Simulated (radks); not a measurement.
Hf, configuration [Xe] 4f14 5d2 6s2 (the NIST ground configuration). Method: scalar-relativistic Kohn-Sham, PBEsol, spin-polarised, spherical densities, finite nucleus; open shells are filled with parallel spins first (spin-orbit coupling, left out, can overturn this in heavy ions); Fermi nuclear charge, rms radius 5.347 fm; hard spherical wall at 3.5 bohr; computed with a radial shooting solver on a logarithmic mesh with Libxc functionals.

Normalised radial functions P(r) = r R(r), r in bohr:

r,4f down,6s up,6p up
0.001794,0.0000,0.0496,0.0029
0.002355,0.0000,0.0596,0.0045
0.003091,0.0000,0.0705,0.0071
0.004057,0.0000,0.0816,0.0111
0.005326,0.0000,0.0915,0.0172
0.006935,0.0000,0.0979,0.0262
0.009102,0.0000,0.0982,0.0398
0.01195,0.0001,0.0880,0.0589
0.01568,0.0004,0.0628,0.0844
0.02058,0.0009,0.0197,0.1155
0.0268,0.0024,-0.0377,0.1469
0.03518,0.0061,-0.1023,0.1706
0.04618,0.0150,-0.1490,0.1683
0.06061,0.0351,-0.1444,0.1194
0.07956,0.0777,-0.0628,0.0129
0.1036,0.1572,0.0767,-0.1257
0.136,0.2988,0.2038,-0.2352
0.1785,0.5137,0.1951,-0.2121
0.2343,0.7852,-0.0013,-0.0114
0.3075,1.0501,-0.2538,0.2581
0.4036,1.2120,-0.3029,0.3597
0.5256,1.2034,-0.0389,0.1478
0.6899,1.0347,0.3581,-0.2774
0.9055,0.7772,0.5191,-0.5885
1.189,0.5134,0.2423,-0.4974
1.56,0.2988,-0.3360,0.0290
2.031,0.1568,-0.8184,0.6715
2.666,0.0657,-0.7894,0.8579
3.5,0.0000,0.0000,0.0000

4f down: eigenvalue -3.939 eV, 0 radial nodes, <r> = 0.680 bohr, 90 % of the charge inside 1.16 bohr. 6s up: eigenvalue 13.764 eV, 5 radial nodes at r = 0.0227, 0.0903, 0.234, 0.540, 1.34 bohr, <r> = 2.16 bohr, 90 % of the charge inside 2.86 bohr. 6p up (empty): eigenvalue 26.906 eV, 4 radial nodes at r = 0.0817, 0.237, 0.581, 1.54 bohr, <r> = 2.17 bohr, 90 % of the charge inside 2.92 bohr.
